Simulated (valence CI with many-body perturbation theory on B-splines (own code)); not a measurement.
## I²⁰⁺: magnetic and hyperfine properties of the levels

Calculated by configuration interaction combined with many-body perturbation theory (CI+MBPT): five valence electrons over a frozen Dirac-Fock core [Ar] 3d10, radial functions for each j: 9 s, 9 p, 8 d, 6 f, 3 g, 1 h, with the one-electron correlation potential Σ1 (screened to all orders), the two-electron term Σ2, the three-electron term Σ3, Breit, model QED; selected single and double excitations, second order for the rest (own B-spline code, finite nucleus).

No measured levels were compared; by estimate levels hold to about 250 cm⁻¹ or 0.2 % of their energy and the worst to 1 %, as in measured heavy ions of charge 2 to 7; those with d or f electrons hold less well. Among the levels kept, up to 300 cm⁻¹ of a level comes from second order outside the variational space, and about a tenth of that is noise between levels of different J, which matters for small intervals.

A/g_I is the dipole constant over the nuclear g factor μ/I (μ in nuclear magnetons, uniformly magnetised nucleus), B/Q the quadrupole constant per barn. Both hold the static response of the core; the bare values leave it out. Large factors of s and p1/2 electrons are usually good to 5 to 10 %; those of open d and f shells near neutrality can be off by tens of per cent, and small factors of p3/2, d and f electrons come from cancelling terms and can be off by a factor of two or in sign, in half-filled shells by more. B is blank for J = 1/2, where it vanishes, and for nearly pure S terms. Energies count from the lowest level.

Levels are named by their leading jj configuration (3d3/2^4 stands for four electrons in 3d with j = 3/2), which in mixed levels can hold well under half, so a name can repeat and another be missing. Letters in brackets count levels of one name in rising energy.

| Level | E (cm⁻¹) | g | A/g_I (MHz) | A/g_I bare | B/Q (MHz/b) | B/Q bare |
| --- | --- | --- | --- | --- | --- | --- |
| (4s^2 4p1/2^2 4p3/2) J=3/2 | 0 | 1.516 | 10700 | 10000 | 17400 | 16500 |
| (4s^2 4p1/2 4p3/2^2) J=3/2 | 95699 | 1.353 | 1070 | 915 | 10100 | 9580 |
| (4s^2 4p1/2 4p3/2^2) J=5/2 | 119660 | 1.199 | 27000 | 25600 | -127 | -115 |
| (4s^2 4p1/2 4p3/2^2) J=1/2 | 151780 | 0.664 | 82300 | 78600 |  |  |
| (4s^2 4p3/2^3) J=3/2 | 248250 | 1.263 | 13800 | 13100 | -27500 | -26100 |
| (4s 4p1/2^2 4p3/2^2) J=5/2 | 480650 | 1.540 | 62300 | 59300 | 14100 | 13400 |
| (4s 4p1/2^2 4p3/2^2) J=3/2 | 537430 | 1.427 | -197 | -175 | -18000 | -17000 |
| (4s 4p1/2^2 4p3/2^2) J=1/2 | 542760 | 2.417 | 208000 | 198000 |  |  |
| (4s 4p1/2 4p3/2^3) J=3/2 [a] | 605650 | 1.224 | 27200 | 26000 | -20800 | -19700 |
| (4s 4p1/2 4p3/2^3) J=5/2 | 635040 | 1.256 | 72500 | 69100 | -38100 | -36100 |
| (4s^2 4p1/2^2 4d3/2) J=3/2 | 664710 | 0.750 | 3410 | 3460 | 3180 | 3020 |
| (4s 4p1/2 4p3/2^3) J=1/2 | 676050 | 1.464 | 12600 | 12000 |  |  |
| (4s 4p1/2 4p3/2^3) J=3/2 [b] | 690000 | 1.091 | 8280 | 7900 | 5170 | 4910 |
| (4s^2 4p1/2^2 4d5/2) J=5/2 | 699630 | 1.166 | 2860 | 2860 | 8510 | 8050 |
| (4s^2 4p1/2 4p3/2 4d3/2) J=5/2 | 749710 | 0.943 | 20600 | 19700 | -7560 | -7170 |
| (4s^2 4p1/2 4p3/2 4d3/2) J=1/2 [a] | 756640 | 0.328 | 59200 | 56800 |  |  |
| (4s^2 4p1/2 4p3/2 4d3/2) J=7/2 | 765370 | 1.161 | 13400 | 12800 | 7640 | 7230 |
| (4s^2 4p1/2 4p3/2 4d3/2) J=3/2 [a] | 768560 | 1.032 | 11900 | 11500 | -12000 | -11400 |
| (4s^2 4p1/2 4p3/2 4d5/2) J=7/2 [a] | 772140 | 1.279 | 3150 | 3060 | 25900 | 24500 |
| (4s^2 4p1/2 4p3/2 4d5/2) J=9/2 | 793960 | 1.241 | 13800 | 13200 | 8860 | 8370 |
| (4s 4p3/2^4) J=1/2 | 799570 | 1.179 | 160000 | 153000 |  |  |
| (4s^2 4p1/2 4p3/2 4d5/2) J=5/2 [a] | 803880 | 1.192 | 12600 | 12100 | -11600 | -11000 |
| (4s^2 4p1/2 4p3/2 4d5/2) J=3/2 [a] | 814920 | 1.209 | -6320 | -5970 | -621 | -601 |
| (4s^2 4p1/2 4p3/2 4d5/2) J=7/2 [b] | 841360 | 1.041 | 15700 | 15000 | 20600 | 19500 |
| (4s^2 4p1/2 4p3/2 4d5/2) J=5/2 [b] | 842020 | 1.418 | 7350 | 7040 | 3.85 | 7.00 |
| (4s^2 4p1/2 4p3/2 4d3/2) J=3/2 [b] | 848810 | 1.455 | 9520 | 9130 | -6500 | -6170 |
| (4s^2 4p1/2 4p3/2 4d3/2) J=1/2 [b] | 850310 | 2.035 | 39700 | 37700 |  |  |
| (4s^2 4p1/2 4p3/2 4d5/2) J=3/2 [b] | 873810 | 0.886 | 19200 | 18400 | 10200 | 9690 |
| (4s^2 4p1/2 4p3/2 4d5/2) J=5/2 [c] | 888360 | 1.100 | 1740 | 1710 | 19000 | 18000 |
| (4s^2 4p3/2^2 4d5/2) J=7/2 | 896450 | 1.231 | 7220 | 6930 | 6850 | 6490 |
| (4s^2 4p1/2 4p3/2 4d5/2) J=1/2 | 897590 | 0.963 | -19800 | -18700 |  |  |
| (4s^2 4p3/2^2 4d5/2) J=9/2 | 907900 | 1.201 | 8200 | 7880 | 26000 | 24600 |
| (4s^2 4p3/2^2 4d3/2) J=1/2 | 926190 | 1.042 | -1120 | -1270 |  |  |
| (4s^2 4p3/2^2 4d3/2) J=3/2 [a] | 937720 | 1.093 | 10100 | 9570 | -9660 | -9160 |
| (4s^2 4p3/2^2 4d3/2) J=5/2 | 944240 | 1.185 | 13900 | 13300 | -7820 | -7410 |
| (4s^2 4p3/2^2 4d5/2) J=5/2 [a] | 970860 | 1.204 | 3770 | 3730 | 32600 | 30900 |
| (4s^2 4p3/2^2 4d3/2) J=7/2 | 973250 | 1.122 | 11700 | 11100 | -2270 | -2120 |
| (4s^2 4p3/2^2 4d3/2) J=3/2 [b] | 987620 | 1.145 | 6520 | 6360 | -1020 | -947 |
| (4s^2 4p3/2^2 4d5/2) J=1/2 | 991640 | 1.900 | 47000 | 45100 |  |  |
| (4s^2 4p3/2^2 4d5/2) J=3/2 | 1023800 | 0.940 | 6290 | 6190 | 6360 | 6040 |

(1) Take the isotope of mass number 129, with I = 7/2, μ = 2.6165 μN and Q = -0.483 b. What is the hyperfine structure of (4s 4p1/2^2 4p3/2^2) J=1/2?

## Answers

(1) From the table A = 156000 MHz. Shifts from the centre of gravity in MHz: F = 3: -351000, F = 4: 273000.
